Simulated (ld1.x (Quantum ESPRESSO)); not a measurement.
## Configuration tests for phosphorus (P) (RRKJ)

```
Element                 : P (Z = 15)
Generator               : ld1.x (Quantum ESPRESSO) 7.5
Type                    : norm-conserving RRKJ (Kleinman–Bylander form)
Functional              : PBE
Relativity              : scalar-relativistic
Frozen core             : [Ne]
Valence charge          : 5
Reference configuration : 3s2 3p3
Partial waves           : 3s (bound): rc 1.40 bohr; 3p (bound): rc 1.30 bohr; 3d channel at 0.4 Ry: rc 1.40 bohr
Local potential         : all-electron potential smoothed inside 1.30 bohr (lloc = -1)
Core correction         : none
```

Energies are relative to the spin-unpolarised reference configuration 3s2 3p3; without spin polarisation the order of configurations can differ from experiment.

```tsv
valence configuration	charge	ΔE all-electron (eV)	error AE − PS (meV)
3s2 3p2	+1	9.730	+2.0
3s2 3p1	+2	28.877	+14
3s2 3p0	+3	58.616	+48
3s1 3p3	+1	18.850	+19
3s2 3p2.5	+0.5	3.775	+0.3
3s1 3p4	0	8.534	+12
```

Task: What are ΔE and the potential's error for 3s0 3p5?

Result: ΔE = 17.200 eV all-electron; the error (AE − PS) is +50 meV.

ld1.x printed “convergence not achieved” for 2 of the counted tests; their residual had stalled under 1e-8, short of the target of 1e-14.
